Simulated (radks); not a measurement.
Excited configurations of Ni: one electron is placed in a higher orbital outside [Ar] 3d9. The ground configuration is [Ar] 3d8 4s2. All-electron calculation, non-relativistic Kohn-Sham, PBE, spin-polarised, spherical densities, point nucleus; open shells are filled with parallel spins first. Program: a radial shooting solver on a logarithmic mesh with Libxc functionals. Excitation = E - E(ground); binding = E(ion) - E, where the ion is the core of charge +1; n* = 1/sqrt(2 binding) in atomic units, and the quantum defect is n - n*.

| outer orbital | excitation (eV) | binding (eV) | n* | <r> (bohr) |
|---|---|---|---|---|
| 4s | -1.521 | 8.010 | 1.303 | 3.026 |
| 4d | 4.828 | 1.661 | 2.862 | 9.912 |
| 5s | 3.812 | 2.677 | 2.254 | 8.182 |
| 5f | 5.820 | 0.669 | 4.508 | 28.49 |
| 6d | 5.780 | 0.710 | 4.379 | 29.97 |
| 7p | 5.763 | 0.726 | 4.328 | 30.91 |

The Delta-SCF ionisation energy is 6.489 eV (NIST Atomic Spectra Database: 7.640 eV, measured). Self-interaction in the functional shifts the binding energies and quantum defects, so they are the method's values and not measured ones. Open shells are spherical and high-spin; term and fine-structure splittings are not resolved. A negative excitation energy means that this level of theory puts the configuration below the NIST ground configuration.
